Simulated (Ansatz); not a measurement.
Start from `C[Si](O)([SiH3])S` and change one atom or group to get `O[Si](F)([SiH3])S`.

Ansatz, PBE0-D4/def2-TZVP geometries, multiplicity 1. Each molecule was computed in one conformer, which needn't be the lowest.

```tsv
property	`C[Si](O)([SiH3])S`
size of the dipole moment (B3LYP/def2-TZVPP) / D	1.14
HOMO–LUMO gap (PBE0/def2-TZVPP) / eV	7.44
HOMO–LUMO gap (PBE/def2-TZVPP) / eV	5.40
HOMO energy (ωB97M-V/def2-TZVPP) / eV	-9.47
LUMO energy (PBE/def2-TZVPP) / eV	-0.77
size of the dipole moment (PBE/def2-TZVPP) / D	1.16
```

Task: Give the same properties after the change, and the shifts. (An estimate is asked.)

Result: Ansatz gave: 
```csv
property,`O[Si](F)([SiH3])S`,shift
size of the dipole moment (B3LYP/def2-TZVPP) / D,0.49,-0.65
HOMO–LUMO gap (PBE0/def2-TZVPP) / eV,7.45,0.01
HOMO–LUMO gap (PBE/def2-TZVPP) / eV,5.37,-0.03
HOMO energy (ωB97M-V/def2-TZVPP) / eV,-9.83,-0.36
LUMO energy (PBE/def2-TZVPP) / eV,-1.15,-0.38
size of the dipole moment (PBE/def2-TZVPP) / D,0.51,-0.65
```

Dipoles are sizes alone; their direction can turn.

B3LYP here is the variant with VWN-RPA as its local correlation; programs differ in this.
